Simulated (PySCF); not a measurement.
Computed shifts of a molecule C₅H₅Cl, PBE/pcSseg-1 (PySCF), GIAO, gas phase, atoms alike by connectivity averaged where their shifts nearly agree, in ppm (number of nuclei): ¹³C: 156.2 (1), 120.3 (1), 82.4 (1), 76.2 (1), 37.1 (1). ¹H: 5.64 (2), 3.45 (2), 2.08 (1). References: ¹³C against TMS (σ = 182.0 ppm); ³⁵Cl against HCl (σ = 936.5 ppm); ¹H against TMS (σ = 31.49 ppm), references at their B3LYP-D3(BJ)/def2-TZVP geometries, non-relativistic (without spin–orbit terms, shifts of atoms bonded to Cl or Br come out too high). Geometry optimised at B3LYP-D3(BJ)/def2-SVP. One conformer was computed; it need not be the lowest.

### Question
Identify the compound among the candidates.
(A) C=CC=C=CCl
(B) C#C/C(C)=C/Cl
(C) CC#C/C=C\Cl
(D) C#CCC(=C)Cl

### Answer
D, C#CCC(=C)Cl
